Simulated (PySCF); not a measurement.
**Ag2H2, singlet: structure and spectrum**

These are results of PySCF, PBE0, basis Ag def2-TZVP with ECP28, H def2-TZVP (scalar-relativistic core potentials, no spin–orbit coupling, density fitting), not measurements.

The structure is a saddle point with 1 imaginary mode.

Coordinates in bohr (charge 0 multiplicity 1):
```
Ag    2.3763    0.9304    0.0000
Ag   -2.3763   -0.9304    0.0000
H     1.1793    3.7865    0.0000
H    -1.1793   -3.7865    0.0000
```

```json
{
 "Point group": "C2h",
 "Bond lengths": "Ag–Ag 2.701 Å, Ag–H 1.639 Å (×2)",
 "Bond angles": "Ag–Ag–H 88.6° (×2)",
 "Dipole moment": "0.00 D",
 "Atomisation energy without zero-point energy": "485 kJ/mol",
 "Lowest empty level": "-2.12 eV",
 "Zero-point energy (real modes)": "23.8 kJ/mol",
 "Principal quadrupole moments (Buckingham, traceless) about the centre of mass": "-14.01, 0.49, 13.52 D Å",
 "Rotational constants": "3.144, 0.04285, 0.04227 cm⁻¹",
 "Principal polarisabilities": "50.5, 61.4, 98.8 bohr³",
 "Highest occupied level": "-6.29 eV"
}
```

Harmonic modes (masses in u: Ag 106.905, H 1.008):
| symmetry | ω (cm⁻¹) | IR (km/mol) |
| --- | --- | --- |
| bu | 304i | – |
| ag | 109 | 0.0 |
| ag | 169 | 0.0 |
| au | 270 | 170 |
| bu | 1694 | 244 |
| ag | 1738 | 0.0 |

In C2h the vibrations span 2bu + 3ag + au. The ag modes carry no infrared intensity, as symmetry demands. With a centre of inversion only u modes can be infrared active and only g modes Raman active.

Charges (e):
```
atom  Mulliken  Löwdin  polar tensor  Mayer order to Ag1
 Ag1      0.11    0.06          0.38                   –
 Ag2      0.11    0.06          0.38                0.35
  H3     -0.11   -0.06         -0.38                0.92
  H4     -0.11   -0.06         -0.38                0.09
```
Other Mayer orders above 0.3: Ag–H 0.92.

Mulliken populations on Ag1 (electrons outside its core potential): s 2.80, p 6.22, d 9.87, f 0.00.

Stability towards spin polarisation was not tested. Other isomers or separated fragments may lie lower.

The final relaxation and frequency run took roughly 100 core-seconds on a shared host.
